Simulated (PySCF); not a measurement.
AlO, SMILES [O]=[Al], multiplicity 2. Geometry optimised at PBE-D3(BJ)/def2-TZVPD.

Computed equilibrium geometry at PBE-D3(BJ)/def2-TZVPD (PySCF confirms it by a frequency run) as Cartesian coordinates in Å, and its point group:
point group C∞v.
```xyz
2

Al     0.0000     0.0000    -0.6227
O      0.0000     0.0000     1.0119
```
Charge 0, spin multiplicity 2.
